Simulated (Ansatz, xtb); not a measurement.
# Relative energy of two conformers of GeH6OSi

Structure I: `O[SiH2][GeH3]`, a singlet. Structure II: `O[SiH2][GeH3]`, a singlet. Both are isolated molecules in the gas phase, relaxed with B3LYP/6-31G*.

I (Å):

| atom | x (Å) | y (Å) | z (Å) |
| --- | --- | --- | --- |
| Ge | -0.2272 | -0.9061 | 1.6444 |
| O | -0.5282 | 1.5376 | -0.7278 |
| Si | -0.0965 | -0.0743 | -0.6064 |
| H | -0.0375 | 2.1581 | -0.1715 |
| H | -1.0549 | -0.7989 | -1.4770 |
| H | 1.2882 | -0.3220 | -1.1100 |
| H | 0.6872 | -0.0922 | 2.5971 |
| H | -1.6638 | -0.8306 | 2.2154 |
| H | 0.2356 | -2.3833 | 1.7164 |

II (Å):

```xyz
9

Ge    0.8109   -1.2955    0.7560
O    -1.7607    0.7358    1.0962
Si   -0.5115    0.5461   -0.0015
H     0.3339    1.7746   -0.0950
H    -1.0230    0.2726   -1.3787
H    -2.3847    1.4531    0.9146
H     1.9949   -1.5238   -0.2174
H     1.4003   -1.0344    2.1621
H    -0.0119   -2.6041    0.8124
```

Energies in hartree; the thermal terms are from B3LYP/6-31G* harmonic frequencies (ideal gas, rigid rotor, one conformer each, 298.15 K, 1 atm) and include the zero-point energy:

|  | I | II |
| --- | --- | --- |
| E, CCSD(T)/def2-TZVP | −2443.410127 | −2443.410459 |
| zero-point energy | 0.053987 | 0.053885 |
| H(298 K) − E | 0.061343 | 0.061255 |
| G(298 K) − E | 0.023563 | 0.023444 |

Q: Work out ΔE, ΔE₀, ΔH and ΔG for I → II in kcal/mol (1 Eh = 627.51 kcal/mol) and the equilibrium ratio [II]/[I].

A: 1. ΔE = −2443.410459 − (−2443.410127) = −0.000332 Eh = −0.21 kcal/mol.
2. ΔE₀ = ΔE + ΔZPE = −0.000332 + (−0.000102) Eh = −0.27 kcal/mol.
3. ΔH = ΔE + (−0.000088) Eh = −0.26 kcal/mol.
4. ΔG = ΔE + (−0.000119) Eh = −0.28 kcal/mol, so ΔS = (ΔH − ΔG)/T = +0.3 J/(mol K).
5. kT = 0.9442 mEh, so K = [II]/[I] = exp(−ΔG/kT) = exp(+0.48) ≈ 1.6.

The two are too close for this level to say which is favoured. An error of 1 kcal/mol in ΔG would change K by a factor of 5.4. Mirror images and further conformers aren't counted.

Other levels gave ΔE = +0.3 (B3LYP/6-31G*); −0.4 (HF/def2-TZVP); −0.2 (MP2/def2-TZVP) kcal/mol. The correlated steps freeze 15 core orbitals; the filled d shell of Ge is correlated, in a basis made for valence electrons. Programs: Ansatz 0.2.0.
